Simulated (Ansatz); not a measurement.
Mulliken charges of CH6AlNO (`C[NH][AlH][OH]`) from r2SCAN/def2-TZVPP in Ansatz (PBE0-D4/def2-TZVP geometry).

| atom | x (Å) | y (Å) | z (Å) | charge (e) |
| --- | --- | --- | --- | --- |
| C1 | -1.070 | 0.306 | -0.877 | -0.014 |
| N2 | -0.485 | -0.655 | 0.031 | -0.384 |
| Al3 | 1.013 | -0.565 | 0.965 | 0.566 |
| O4 | 2.031 | 0.789 | 0.895 | -0.451 |
| H5 | -2.061 | 0.643 | -0.551 | 0.052 |
| H6 | -0.438 | 1.196 | -0.939 | 0.019 |
| H7 | -1.170 | -0.085 | -1.896 | 0.052 |
| H8 | -1.051 | -1.488 | 0.112 | 0.128 |
| H9 | 1.429 | -1.764 | 1.895 | -0.145 |
| H10 | 1.884 | 1.571 | 0.367 | 0.180 |

Q: By hand: the dipole of these point charges (1 e Å = 4.8032 D).

A: Σ q r = (-0.320, -0.029, -0.197) e Å, of length 0.377 e Å = 1.81 D.

Q: How does the dipole of the full density compare? (An estimate is asked.)

A: The calculation gave: (-0.348, 0.112, -0.292) e Å, 2.25 D; the point charges give 0.80 times that, at 20° from its direction.

Point charges leave out the atoms' own dipoles, such as those of lone pairs, and Mulliken's split depends on the basis, so the two needn't agree.
